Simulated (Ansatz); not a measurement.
Steps of a relaxation of C$_{2}$H$_{8}$AlClSi with RKS PBE-D4/def2-SVP.

```sh
$ ansatz run in.yaml --threads 4 --pin off --events-out ev --progress --plain --max-ram 10444MiB
```

```yaml
crystal:
  periodic: [false, false, false]
  atoms:
    - {symbol: Al, position_ang: [-1.882000, 0.181900, 0.930400]}
    - {symbol: C, position_ang: [0.007900, -0.266100, 1.105400]}
    - {symbol: Cl, position_ang: [0.515100, 0.313800, 2.691400]}
    - {symbol: C, position_ang: [0.974700, 0.360100, 0.013500]}
    - {symbol: Si, position_ang: [0.707900, -0.519000, -1.660100]}
    - {symbol: H, position_ang: [-2.682700, 0.785600, 2.217000]}
    - {symbol: H, position_ang: [-2.351800, 0.943000, -0.433500]}
    - {symbol: H, position_ang: [0.140400, -1.353300, 1.089100]}
    - {symbol: H, position_ang: [1.970800, 0.261000, 0.352200]}
    - {symbol: H, position_ang: [0.683200, 1.433100, -0.078100]}
    - {symbol: H, position_ang: [1.627400, 0.085100, -2.589600]}
    - {symbol: H, position_ang: [-0.651000, -0.344100, -2.117500]}
    - {symbol: H, position_ang: [0.960600, -1.915700, -1.505400]}
basis:
  gaussian: {orbitals: def2-SVP}
hamiltonian: {xc: pbe, dispersion: d4}
relax: {f_tol: 0.03, max_steps: 200}
```

Positions (Å) and forces (eV/Å) along the path, 12 of 14 steps:

```xyz
13
step=1 energy=-29174.1589 eV
Al   -1.882    0.182    0.930   -0.658    2.003    0.072
C     0.008   -0.266    1.105    1.017   -0.310   -1.563
Cl    0.515    0.314    2.691    0.167    0.340    1.254
C     0.975    0.360    0.013   -3.357   -0.280   -0.070
Si    0.708   -0.519   -1.660    0.262    1.148    1.066
H    -2.683    0.786    2.217   -0.001   -0.673   -0.099
H    -2.352    0.943   -0.433   -0.034   -0.503   -0.004
H     0.140   -1.353    1.089    0.308   -0.588    0.181
H     1.971    0.261    0.352    1.840   -0.051    0.524
H     0.683    1.433   -0.078    0.429   -0.053   -0.139
H     1.627    0.085   -2.590    0.770    0.380   -0.964
H    -0.651   -0.344   -2.118   -1.075    0.130   -0.382
H     0.961   -1.916   -1.505    0.332   -1.544    0.125
13
step=2 energy=-29174.6838 eV
Al   -1.849    0.373    0.945   -0.382    0.508    0.180
C     0.023   -0.279    1.121    0.072   -0.045   -1.318
Cl    0.507    0.308    2.738    0.232    0.268    0.807
C     0.936    0.351    0.021   -1.044   -0.297    0.359
Si    0.716   -0.505   -1.665    0.017    0.328    0.408
H    -2.726    0.701    2.272    0.114   -0.240   -0.257
H    -2.376    0.904   -0.496    0.080   -0.126    0.191
H     0.155   -1.378    1.117    0.042   -0.105    0.113
H     1.976    0.254    0.347    0.618    0.077    0.032
H     0.701    1.434   -0.093    0.193   -0.005   -0.023
H     1.654    0.087   -2.644    0.276    0.143   -0.325
H    -0.678   -0.338   -2.137   -0.364    0.033   -0.190
H     0.979   -1.948   -1.511    0.145   -0.540    0.023
13
step=3 energy=-29174.7898 eV
Al   -1.872    0.450    0.992   -0.031   -0.052    0.122
C     0.004   -0.255    1.108   -0.035    0.032   -0.706
Cl    0.515    0.346    2.748    0.105    0.169    0.428
C     0.928    0.335    0.022   -0.125   -0.060    0.197
Si    0.731   -0.511   -1.673   -0.039   -0.038   -0.025
H    -2.786    0.619    2.303    0.080   -0.089   -0.110
H    -2.403    0.926   -0.446    0.022    0.073    0.038
H     0.120   -1.360    1.137   -0.032    0.039    0.081
H     1.993    0.231    0.328   -0.002   -0.016   -0.041
H     0.756    1.429   -0.111    0.026   -0.056    0.004
H     1.685    0.090   -2.669    0.007    0.010    0.026
H    -0.675   -0.353   -2.188    0.021   -0.024   -0.010
H     1.025   -1.983   -1.536    0.003    0.011   -0.003
13
step=4 energy=-29174.8489 eV
Al   -1.885    0.451    0.997    0.016    0.021    0.145
C    -0.002   -0.220    1.078    0.054   -0.131   -0.064
Cl    0.495    0.454    2.737   -0.083    0.149    0.042
C     0.942    0.316    0.004   -0.066   -0.007    0.206
Si    0.723   -0.532   -1.682    0.060   -0.016   -0.074
H    -2.833    0.425    2.288    0.043   -0.094   -0.087
H    -2.380    1.089   -0.387    0.014    0.088    0.019
H     0.119   -1.318    1.207   -0.022    0.061   -0.068
H     2.002    0.175    0.316    0.011   -0.020   -0.066
H     0.808    1.413   -0.132    0.005   -0.021   -0.046
H     1.681    0.091   -2.663   -0.024   -0.031   -0.004
H    -0.682   -0.376   -2.198    0.016   -0.023    0.013
H     1.034   -2.002   -1.551   -0.023    0.025   -0.016
13
step=5 energy=-29174.9072 eV
Al   -1.884    0.459    1.013   -0.092    0.087    0.136
C    -0.003   -0.203    1.060    0.030   -0.264    0.170
Cl    0.436    0.572    2.722   -0.169    0.081   -0.187
C     0.952    0.298   -0.006    0.039    0.039    0.149
Si    0.727   -0.551   -1.691    0.023   -0.036   -0.077
H    -2.872    0.232    2.268    0.120   -0.055   -0.219
H    -2.342    1.263   -0.312    0.062    0.024    0.189
H     0.125   -1.293    1.257    0.013    0.156   -0.074
H     2.011    0.137    0.299    0.010    0.000   -0.034
H     0.838    1.394   -0.156   -0.001   -0.004   -0.052
H     1.678    0.076   -2.674   -0.020   -0.028   -0.004
H    -0.682   -0.400   -2.198   -0.005   -0.004    0.011
H     1.036   -2.020   -1.567   -0.008    0.005   -0.010
13
step=6 energy=-29174.9765 eV
Al   -1.873    0.466    1.032   -0.212    0.133    0.152
C     0.002   -0.206    1.047   -0.001   -0.269    0.087
Cl    0.355    0.683    2.688   -0.198    0.038   -0.208
C     0.963    0.282   -0.013    0.077    0.031    0.087
Si    0.729   -0.570   -1.696   -0.007   -0.042   -0.052
H    -2.901    0.070    2.224    0.205    0.007   -0.312
H    -2.300    1.426   -0.214    0.126   -0.082    0.318
H     0.149   -1.283    1.296    0.033    0.205   -0.027
H     2.023    0.119    0.287    0.008    0.015   -0.011
H     0.849    1.376   -0.179   -0.010   -0.007   -0.034
H     1.673    0.057   -2.685   -0.007   -0.019   -0.008
H    -0.684   -0.416   -2.193   -0.011    0.005    0.014
H     1.035   -2.039   -1.579   -0.002   -0.014   -0.007
13
step=7 energy=-29175.0658 eV
Al   -1.858    0.476    1.063   -0.224    0.116    0.146
C     0.005   -0.220    1.029   -0.024   -0.273   -0.124
Cl    0.235    0.783    2.636   -0.141    0.067   -0.081
C     0.974    0.268   -0.021    0.081    0.021    0.084
Si    0.731   -0.589   -1.704   -0.029   -0.040   -0.028
H    -2.917   -0.060    2.171    0.208    0.048   -0.308
H    -2.236    1.561   -0.092    0.122   -0.124    0.324
H     0.185   -1.276    1.334    0.029    0.214    0.011
H     2.036    0.113    0.279   -0.004    0.018   -0.010
H     0.850    1.358   -0.202   -0.023   -0.023   -0.022
H     1.670    0.037   -2.698    0.000   -0.019   -0.005
H    -0.686   -0.425   -2.187    0.009    0.003    0.021
H     1.032   -2.059   -1.592   -0.003   -0.008   -0.007
13
step=8 energy=-29175.1462 eV
Al   -1.844    0.489    1.108   -0.232    0.064    0.049
C     0.002   -0.239    0.995    0.039   -0.264   -0.128
Cl    0.118    0.870    2.576   -0.016    0.094    0.123
C     0.985    0.254   -0.031    0.056    0.036    0.051
Si    0.735   -0.609   -1.712   -0.019   -0.036   -0.042
H    -2.938   -0.164    2.099    0.150    0.026   -0.199
H    -2.172    1.671    0.056    0.075   -0.080    0.195
H     0.226   -1.262    1.373   -0.015    0.218   -0.018
H     2.048    0.115    0.274   -0.032    0.003   -0.013
H     0.844    1.340   -0.227   -0.023   -0.038   -0.030
H     1.672    0.015   -2.710   -0.002   -0.025   -0.002
H    -0.686   -0.432   -2.181    0.024   -0.001    0.018
H     1.031   -2.081   -1.606   -0.007    0.003   -0.003
13
step=10 energy=-29175.1677 eV rejected
Al   -1.819    0.537    1.176   -0.324   -0.304   -0.177
C     0.014   -0.220    0.971   -0.002    0.072   -0.144
Cl    0.066    0.941    2.600    0.043    0.023    0.112
C     0.998    0.263   -0.047   -0.023    0.053    0.147
Si    0.723   -0.644   -1.705   -0.019   -0.053   -0.062
H    -2.969   -0.386    1.858    0.263    0.263   -0.040
H    -2.107    1.818    0.248    0.026   -0.035    0.147
H     0.269   -1.203    1.410   -0.011   -0.037    0.016
H     2.062    0.143    0.253    0.040   -0.004   -0.010
H     0.830    1.335   -0.287    0.011    0.018   -0.027
H     1.665   -0.062   -2.723    0.006   -0.007    0.013
H    -0.695   -0.435   -2.157   -0.013    0.003   -0.007
H     0.983   -2.120   -1.583    0.002    0.009    0.031
13
step=11 energy=-29175.1866 eV
Al   -1.848    0.496    1.146    0.055    0.087   -0.028
C     0.007   -0.206    0.949   -0.178   -0.152    0.043
Cl    0.071    0.880    2.606    0.006   -0.035   -0.032
C     0.993    0.292   -0.053    0.106    0.051   -0.171
Si    0.748   -0.640   -1.713   -0.123   -0.053    0.165
H    -2.960   -0.330    1.939    0.030   -0.023   -0.021
H    -2.122    1.817    0.287   -0.040    0.010    0.024
H     0.233   -1.219    1.335    0.052    0.046    0.035
H     2.055    0.168    0.254   -0.001    0.042    0.004
H     0.822    1.363   -0.300    0.031   -0.013    0.028
H     1.702   -0.103   -2.742    0.016    0.013    0.018
H    -0.672   -0.439   -2.172    0.036   -0.005   -0.038
H     0.990   -2.115   -1.521    0.009    0.033   -0.027
13
step=13 energy=-29175.1929 eV
Al   -1.843    0.510    1.146    0.006    0.006   -0.002
C     0.004   -0.209    0.941   -0.024   -0.008   -0.011
Cl    0.069    0.873    2.605    0.008   -0.002   -0.001
C     0.995    0.297   -0.059   -0.010   -0.003   -0.004
Si    0.739   -0.648   -1.706    0.004   -0.002    0.025
H    -2.945   -0.350    1.917    0.010   -0.005   -0.009
H    -2.140    1.844    0.316   -0.004    0.000    0.014
H     0.242   -1.216    1.334    0.002    0.015    0.000
H     2.057    0.178    0.253   -0.008    0.006   -0.017
H     0.825    1.368   -0.301    0.006   -0.007   -0.001
H     1.705   -0.118   -2.729    0.006    0.001    0.007
H    -0.671   -0.443   -2.189    0.012   -0.003    0.002
H     0.984   -2.120   -1.511   -0.009    0.003   -0.002
13
step=14 energy=-29175.1937 eV
Al   -1.844    0.515    1.152    0.001   -0.013   -0.005
C     0.002   -0.204    0.933    0.003    0.017   -0.002
Cl    0.070    0.868    2.607    0.002    0.003    0.006
C     0.994    0.303   -0.064   -0.015   -0.016    0.003
Si    0.742   -0.653   -1.704    0.004    0.011    0.007
H    -2.941   -0.371    1.899    0.007    0.005    0.000
H    -2.146    1.863    0.348   -0.002   -0.001    0.008
H     0.242   -1.212    1.325   -0.006   -0.001   -0.007
H     2.056    0.188    0.248   -0.004    0.002   -0.009
H     0.821    1.374   -0.311    0.004   -0.006   -0.005
H     1.717   -0.136   -2.725    0.001   -0.006    0.006
H    -0.664   -0.444   -2.196    0.006   -0.001   -0.005
H     0.973   -2.125   -1.497    0.000    0.005    0.002
```

Hardware: 4 threads of an Arm Neoverse V2 on a shared host. Wall time 22 s, peak host memory 0.18 GiB.
